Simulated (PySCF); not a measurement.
Record of a relaxation.

Species: Si(SMe)Cl3, CH₃Cl₃SSi.
Bonds: Si1–S2, Si1–Cl7, Si1–Cl8, Si1–Cl9, S2–C3. Hydrogens: H4, H5, H6 on C3.

Computed by this run: PBE0-D3(BJ)/def2-SVP geometry optimisation, gas phase (PySCF); density fitting, grid level 1; the optimiser is geomeTRIC in internal coordinates, started from a GFN2-xTB structure with every atom displaced at random (about 0.03 Å). 10 of its 11 geometries are shown. The frame can shift and turn from step to step; on so coarse a grid that alone can change the energy by a few meV, and forces under 0.02 eV/Å are noise.

Step 0: E = -57332.7186 eV, largest atomic force 5.722 eV/Å
```
atom  x, y, z in Å  |  force x, y, z in eV/Å
Si1    -0.313    0.770   -1.123   -0.762   2.511   1.337
S2     -0.433    0.784    1.007   -0.290   0.272  -0.511
C3      0.298   -0.832    1.301    4.074   3.713   1.536
H4     -0.147   -1.602    0.872   -2.866  -3.926  -2.189
H5      0.382   -0.963    2.373   -0.159  -0.101   0.527
H6      1.353   -0.821    0.914   -0.580  -0.007   0.312
Cl7     1.564    0.834   -1.805    0.968  -0.167  -0.374
Cl8    -1.272    2.536   -1.736    0.393  -0.721   0.236
Cl9    -1.300   -0.776   -1.829   -0.778  -1.575  -0.874
```

Step 1: E = -57333.1752 eV, largest atomic force 1.214 eV/Å
```
atom  x, y, z in Å  |  force x, y, z in eV/Å
Si1    -0.342    0.802   -1.120   -0.337   1.014   0.577
S2     -0.427    0.793    0.997   -0.023   0.018  -0.230
C3      0.351   -0.820    1.314    0.414  -0.040   0.061
H4     -0.216   -1.644    0.867   -0.113  -0.033   0.016
H5      0.394   -0.937    2.404   -0.134  -0.028   0.005
H6      1.390   -0.844    0.945   -0.104   0.054  -0.054
Cl7     1.565    0.833   -1.812    0.369  -0.108  -0.155
Cl8    -1.282    2.540   -1.720    0.155  -0.334   0.105
Cl9    -1.299   -0.792   -1.901   -0.228  -0.543  -0.326
```

Step 2: E = -57333.2044 eV, largest atomic force 0.398 eV/Å
```
atom  x, y, z in Å  |  force x, y, z in eV/Å
Si1    -0.355    0.817   -1.105   -0.087   0.324   0.214
S2     -0.440    0.787    1.001   -0.011   0.011  -0.069
C3      0.365   -0.819    1.310   -0.020  -0.140   0.019
H4     -0.215   -1.643    0.865    0.066   0.087   0.048
H5      0.391   -0.942    2.402   -0.025  -0.002  -0.029
H6      1.395   -0.829    0.930    0.000   0.017  -0.036
Cl7     1.568    0.809   -1.796    0.129  -0.038  -0.050
Cl8    -1.278    2.543   -1.704    0.027  -0.075   0.018
Cl9    -1.298   -0.793   -1.927   -0.079  -0.184  -0.114
```

Step 3: E = -57333.2085 eV, largest atomic force 0.096 eV/Å
```
atom  x, y, z in Å  |  force x, y, z in eV/Å
Si1    -0.364    0.827   -1.093    0.014   0.017   0.028
S2     -0.455    0.778    1.008   -0.010  -0.006   0.009
C3      0.370   -0.822    1.305   -0.055  -0.075  -0.025
H4     -0.203   -1.647    0.855    0.050   0.059   0.021
H5      0.394   -0.954    2.395    0.007   0.005  -0.007
H6      1.398   -0.813    0.918    0.003   0.000  -0.004
Cl7     1.569    0.794   -1.778    0.017   0.006  -0.001
Cl8    -1.273    2.552   -1.693   -0.010   0.014  -0.006
Cl9    -1.303   -0.785   -1.942   -0.016  -0.020  -0.015
```

Step 4: E = -57333.2089 eV, largest atomic force 0.034 eV/Å
```
atom  x, y, z in Å  |  force x, y, z in eV/Å
Si1    -0.367    0.832   -1.087    0.017  -0.020  -0.010
S2     -0.463    0.771    1.013   -0.009  -0.006   0.011
C3      0.371   -0.827    1.301   -0.020  -0.023  -0.015
H4     -0.195   -1.651    0.846    0.015   0.016   0.003
H5      0.398   -0.963    2.390    0.006  -0.002  -0.002
H6      1.398   -0.808    0.911    0.003  -0.001   0.001
Cl7     1.569    0.795   -1.767   -0.008   0.011   0.008
Cl8    -1.271    2.560   -1.685   -0.007   0.013  -0.002
Cl9    -1.307   -0.777   -1.947    0.003   0.012   0.005
```

Step 6: E = -57333.2089 eV, largest atomic force 0.115 eV/Å
```
atom  x, y, z in Å  |  force x, y, z in eV/Å
Si1    -0.376    0.856   -1.060   -0.007  -0.041  -0.052
S2     -0.488    0.733    1.036    0.006  -0.002  -0.003
C3      0.377   -0.857    1.276    0.062   0.093   0.029
H4     -0.174   -1.676    0.801   -0.056  -0.081  -0.039
H5      0.414   -1.020    2.360   -0.005  -0.015   0.004
H6      1.401   -0.807    0.881   -0.002  -0.002   0.003
Cl7     1.567    0.836   -1.725   -0.032   0.009   0.012
Cl8    -1.275    2.598   -1.627    0.002  -0.006   0.018
Cl9    -1.312   -0.731   -1.968    0.031   0.044   0.026
```

Step 7: E = -57333.2088 eV, largest atomic force 0.123 eV/Å
```
atom  x, y, z in Å  |  force x, y, z in eV/Å
Si1    -0.381    0.875   -1.042   -0.019  -0.024  -0.040
S2     -0.496    0.707    1.051    0.013   0.004  -0.007
C3      0.382   -0.881    1.257    0.065   0.098   0.037
H4     -0.165   -1.694    0.768   -0.056  -0.083  -0.042
H5      0.426   -1.064    2.338   -0.007  -0.017   0.003
H6      1.404   -0.815    0.860   -0.002  -0.001   0.000
Cl7     1.562    0.877   -1.704   -0.023   0.003   0.006
Cl8    -1.288    2.624   -1.574    0.002  -0.012   0.025
Cl9    -1.311   -0.698   -1.978    0.026   0.032   0.019
```

Step 8: E = -57333.2090 eV, largest atomic force 0.070 eV/Å
```
atom  x, y, z in Å  |  force x, y, z in eV/Å
Si1    -0.381    0.875   -1.042   -0.016  -0.016  -0.024
S2     -0.495    0.707    1.051    0.013   0.004  -0.004
C3      0.383   -0.881    1.257    0.036   0.057   0.019
H4     -0.165   -1.695    0.768   -0.029  -0.046  -0.022
H5      0.426   -1.065    2.338   -0.006  -0.014  -0.001
H6      1.405   -0.817    0.860    0.000  -0.001  -0.002
Cl7     1.561    0.880   -1.707   -0.013   0.004   0.003
Cl8    -1.290    2.624   -1.570   -0.002  -0.007   0.019
Cl9    -1.310   -0.697   -1.979    0.017   0.019   0.011
```

Step 9: E = -57333.2090 eV, largest atomic force 0.064 eV/Å
```
atom  x, y, z in Å  |  force x, y, z in eV/Å
Si1    -0.380    0.872   -1.046   -0.004   0.003   0.013
S2     -0.493    0.712    1.048    0.013  -0.004   0.009
C3      0.382   -0.876    1.258   -0.033  -0.048  -0.026
H4     -0.169   -1.693    0.770    0.035   0.046   0.027
H5      0.423   -1.061    2.340   -0.004  -0.002  -0.005
H6      1.404   -0.815    0.862    0.002  -0.001  -0.001
Cl7     1.561    0.873   -1.708    0.010   0.009  -0.010
Cl8    -1.289    2.621   -1.573   -0.010   0.007   0.004
Cl9    -1.307   -0.702   -1.976   -0.008  -0.009  -0.011
```

Step 10: E = -57333.2091 eV, largest atomic force under 0.02 eV/Å
```
atom  x, y, z in Å  |  force x, y, z in eV/Å
Si1    -0.380    0.873   -1.045   -0.007   0.001   0.004
S2     -0.491    0.712    1.048    0.012  -0.003   0.003
C3      0.382   -0.877    1.258   -0.007  -0.012  -0.009
H4     -0.169   -1.692    0.770    0.009   0.010   0.004
H5      0.423   -1.062    2.339   -0.003  -0.003  -0.001
H6      1.404   -0.816    0.862    0.001   0.000   0.000
Cl7     1.561    0.875   -1.709    0.002   0.007  -0.006
Cl8    -1.290    2.621   -1.574   -0.007   0.001   0.009
Cl9    -1.307   -0.702   -1.976   -0.001  -0.001  -0.005
```

Question: Summarise the path.

Answer: The energy falls by 11.31 kcal/mol from step 0 to step 10; nine tenths of that is first reached at step 1. It never rises by more than 0.2 meV. The largest force goes from 5.722 to under 0.02 eV/Å. Among the bonds C3–H4 changes most, from 0.987 to 1.099 Å; the atoms move by 0.070 Å rms after alignment.

Question: Follow the three bonds and two angles with the largest change from start to end.

Answer: 
```
step  E above end (kcal/mol)  largest force (eV/Å)  C3–H4 (Å)  Si1–Cl9 (Å)  Si1–Cl8 (Å)  S2–C3–H4 (°)  Cl7–Si1–Cl9 (°)
   0                   11.31                 5.722      0.987        1.965        2.100         116.5            112.0
   1                    0.78                 1.214      1.096        2.017        2.065         112.0            109.0
   2                    0.11                 0.398      1.102        2.039        2.046         111.0            107.2
   3                    0.01                 0.096      1.101        2.050        2.040         110.8            106.3
   4                    0.01                 0.034      1.099        2.052        2.040         110.8            106.2
   5                    0.00                 0.054      1.097        2.053        2.040         110.8            106.2
   6                    0.01                 0.115      1.095        2.054        2.041         110.8            106.3
   7                    0.01                 0.123      1.095        2.054        2.041         110.8            106.4
   8                    0.00                 0.070      1.097        2.053        2.041         110.8            106.4
   9                    0.00                 0.064      1.100        2.050        2.040         110.8            106.4
  10                    0.00            under 0.02      1.099        2.051        2.040         110.8            106.4
```

The cost below is that of the whole optimisation. Hardware: Intel Xeon 6975P-C, one thread, on a shared host. Cost: 43 s, 0.49 GiB resident at most.
